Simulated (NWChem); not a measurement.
System: SiCl3 cation

Here is an NWChem input.

```
start job
memory heap 200 mb stack 900 mb global 1100 mb
charge 1
geometry units angstroms noautosym nocenter noautoz
  Cl     1.388346     1.388346     0.000000
  Si     0.000000     0.000000     0.000000
  Cl     0.508170    -1.896516     0.000000
  Cl    -1.896516     0.508170     0.000000
end
basis spherical
  * library def2-svp
end
dft
  xc xpbe96 cpbe96
  iterations 150
end
cosmo
  do_cosmo_smd true
  solvent ether
end
task dft energy
```

The geometry was optimised at PBE0/def2-SVP. Solvent: diethyl ether.

Level: PBE/def2-SVP with SMD (1 M gas to 1 M solution), gas-phase geometry. Reactions with the solvent are ignored.

Task: What results follow from this input? (PBE/def2-SVP, SMD on the gas-phase geometry.) Quantities: solvation free energy (kcal/mol); cavity-dispersion-structure term (kcal/mol).

Result: 
```json
{
  "solvation free energy (kcal/mol)": "-43.5",
  "cavity-dispersion-structure term (kcal/mol)": "-3.1"
}
```
